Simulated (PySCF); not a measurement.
BF₂H₃OSi. Atoms are numbered in the order given.

```xyz
8

B      0.0314     0.9748     0.0000
F      0.7308     2.0960     0.0000
F     -1.2964     1.0707     0.0000
O      0.6480    -0.2192     0.0000
Si     0.0144    -1.7817     0.0000
H     -0.8136    -1.9855     1.2211
H     -0.8136    -1.9855    -1.2211
H      1.1755    -2.7063     0.0000
```

Coordinates come from a r2SCAN-D4/def2-SVP optimisation. Other conformers were not sampled.

The numbers are results of HF/pcSseg-1 (PySCF), not measurements.

GIAO shieldings, no solvent; atoms listed in one row are averaged. δ = σ(ref) − σ: ¹¹B against BF3 (σ = 102.7 ppm); ¹⁹F against CFCl3 (σ = 238.5 ppm); ¹⁷O against H2O (σ = 333.0 ppm); ²⁹Si against TMS (σ = 393.8 ppm); ¹H against TMS (σ = 31.99 ppm), references at their B3LYP-D3(BJ)/def2-TZVP geometries, non-relativistic.

Computed chemical shifts:
```
nucleus       atoms  count  δ (ppm)
-------  ----------  -----  -------
¹¹B              B1      1      2.0
¹⁹F              F3      1    -96.8
¹⁹F              F2      1    -97.9
¹⁷O              O4      1     47.6
²⁹Si            Si5      1    -35.8
¹H       H6, H7, H8      3     4.82
```
